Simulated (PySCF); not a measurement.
C4H5F3O2.
Bonds: C1–C2, C2–O3, O3–C4, C4–O5 (double), C4–C6, C6–F7, C6–F8, C6–F9. Hydrogens: H10, H11, H12 on C1; H13, H14 on C2.

Computed with PySCF 2.14.0, PBE0-D3(BJ)/def2-TZVP geometry optimisation, gas phase.

Entries marked ? are missing. Bonds in one row agree within 0.01 Å.

| coordinate | value |
| --- | --- |
| C1–C2 | 1.507 Å |
| C2–O3 | 1.443 Å |
| O3–C4 | ? |
| C4=O5 | ? |
| C4–C6 | 1.546 Å |
| C6–F7 | ? |
| C6–F8, C6–F9 | ? |
| C1–H10, C1–H11, C1–H12 | 1.091 Å |
| C2–H13, C2–H14 | 1.090 Å |
| C1–C2–O3 | 111.0° |
| C2–O3–C4 | 116.4° |
| O3–C4–O5 | 127.7° |
| O3–C4–C6 | 109.6° |
| O5–C4–C6 | 122.7° |
| C4–C6–F7 | ? |
| C4–C6–F9 | ? |
| F7–C6–F8 | ? |
| F7–C6–F9 | ? |

Question: Estimate the withheld lengths and angles.

Answer: 
- O3–C4 = 1.318 Å, drawn single (ends: ester single-bonded oxygen; ester carbonyl carbon); 0.07 Å below the sum of covalent radii, 1.39 Å.
- C4=O5 = 1.194 Å, drawn double (ester carbonyl carbon to ester carbonyl oxygen); 0.20 Å below the sum of covalent radii, 1.39 Å.
- C6–F7 = 1.322 Å, drawn single (CF3 carbon to fluorine of a CF3 group); 0.01 Å below the sum of covalent radii, 1.33 Å.
- C6–F8, C6–F9 = 1.333 Å, drawn single (CF3 carbon to fluorine of a CF3 group); equal to the sum of covalent radii, 1.33 Å.
- C4–C6–F7 = 110.4°, at the CF3 carbon; the outer atoms are 2.358 Å apart.
- C4–C6–F9 = 111.4°, at the CF3 carbon; the outer atoms are 2.380 Å apart.
- F7–C6–F8 = 108.5°, at the CF3 carbon; the outer atoms are 2.156 Å apart.
- F7–C6–F9 = 108.6°, at the CF3 carbon; the outer atoms are 2.155 Å apart.

Radii are Cordero's, carbon taken as 0.76, 0.73 or 0.69 Å for four, three, and two or fewer neighbours.

Stationary, but not proved a minimum. The numbers are those of one conformer (C1–C2–O3–C4 85°, C2–O3–C4–O5 0°).

Time: 11 min wall, 18 min CPU; peak memory 1.8 GiB. Hardware: Intel Xeon at 2.50 GHz, 2 threads, on a shared host. These figures are those of the optimisation.
